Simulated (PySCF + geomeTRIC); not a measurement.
The multiplicity is imposed and other spin states were not computed.

Species: [Zn(OCH3)(N(CH3)2)] (charge 0, multiplicity 1).

Q: Give a relaxed geometry from BP86-D3(BJ)/def2-SVP (PySCF + geomeTRIC).

A: One answer among several that fit: the end point of this relaxation, one of several conformers.
Cartesian coordinates (Å) in one orientation:
```xyz
15

Zn     0.005     0.686     0.159
O     -1.696     1.114    -0.165
C     -2.465     0.541    -1.193
H     -3.485     0.993    -1.177
H     -2.608    -0.565    -1.090
H     -2.057     0.720    -2.221
N      1.716     0.492     0.751
C      2.820     1.078     0.016
C      2.102    -0.670     1.527
H      3.638     1.395     0.712
H      3.295     0.384    -0.729
H      2.498     1.986    -0.537
H      2.517    -1.514     0.914
H      2.896    -0.405     2.271
H      1.242    -1.072     2.104
```
